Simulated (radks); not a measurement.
Results of a calculation; reference values are marked as such.
Problem. Species: Se3+. Configuration: [Ar] 3d10 4s2 4p1. Level of theory: Dirac Kohn-Sham, PBE, spin-unpolarised, spherical densities, point nucleus; open shells are shared between the two j in proportion to 2j + 1 (a radial shooting solver on a logarithmic mesh with Libxc functionals). Some entries of the table are withheld. Estimate them.

orbital      occ.  eigenvalue (hartree)  <r^2> (bohr^2)
1s1/2           2                   (1)        0.002616
2s1/2           2             -60.38713         0.04521
2p1/2           2             -54.31341         0.03486
2p3/2           4             -52.77839         0.03631
3s1/2           2              -9.18261          0.3789
3p1/2           2              -7.10458          0.3973
3p3/2           4              -6.88844          0.4115
3d3/2           4              -3.30593          0.4850
3d5/2           6              -3.27284          0.4914
4s1/2           2              -1.81227           3.041
4p1/2    0.333333                   (2)           3.962
4p3/2    0.666667                   (3)           4.071

Solution. 
(1) 1s1/2 eigenvalue (hartree): -460.7728
(2) 4p1/2 eigenvalue (hartree): -1.35275
(3) 4p3/2 eigenvalue (hartree): -1.33100
